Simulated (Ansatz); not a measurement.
Program: Ansatz. Geometries: PBE0-D4/def2-TZVP. ΔE: electronic, gas phase. CBS: MP2 limit from def2 TZ/QZ plus the TZ coupled-cluster correction, frozen cores. This one scheme is used for every species. DFT in def2-TZVPP. B3LYP here is the variant with VWN-RPA as its local correlation; programs differ in this. Each species was taken in one conformer, which may not be the lowest.

Reaction (cleavage of the Si–Al bond): `[F][Al]([SiH3])[SH]` + `[OH][Al]([OH])[F]` → `[OH][Al]([F])[O][SiH3]` + `[F][AlH][SH]`

```tsv
level	ΔE (kcal/mol)	difference from CCSD(T)/CBS
BLYP-D4	-21.6	1.8
r2SCANh-D4	-22.2	1.2
r2SCAN0-D4	-22.8	0.6
BHLYP-D4	-26.3	-2.9
revPBE	-16.2	7.2
BLYP	-21.5	1.9
B3LYP	-23.2	0.2
r2SCAN0	-22.8	0.6
MP2/def2-QZVPP	-25.5	-2.1
CCSD/CBS(def2)	-24.4	-1.0
CCSD(T)/CBS	-23.4	0
```

Largest T1 diagnostic among the species: 0.013.

At CCSD(T), def2-SVP lies +0.8 kcal/mol from the extrapolated value and def2-TZVPP +0.1 kcal/mol. Leaving LDA and LC-ωPBE aside and taking each functional with its dispersion term where it has one, the values, not all of them listed here, spread over 9.9 kcal/mol, from BHLYP-D4 to PBE-D4.
